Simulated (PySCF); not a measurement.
CH4ClFOSi2, SMILES O=C([SiH3])[Si@@H](F)Cl. Coordinates come from a TPSSh-D3(BJ)/def2-SVP optimisation. The structure was generated by enumeration; whether it is a known compound was not checked. Other conformers were not sampled.

**Question.** Give the equilibrium geometry at TPSSh-D3(BJ)/def2-SVP (PySCF confirms it by a frequency run) as a Z-matrix. (An estimate is asked for; the answer gives what the named calculation found.)

**Answer.** Several could match; the one computed here: 
```
C
O 1 1.2227
Si 1 1.9317 2 118.42
F 3 1.6243 1 109.33 2 114.89
H 3 1.4753 4 109.00 1 125.16
Si 1 1.9560 2 119.59 3 -176.36
H 6 1.4842 1 107.88 2 -41.13
H 6 1.4864 7 111.01 1 121.17
H 6 1.4865 7 110.30 8 122.20
Cl 3 2.0647 5 111.00 4 -118.84
```
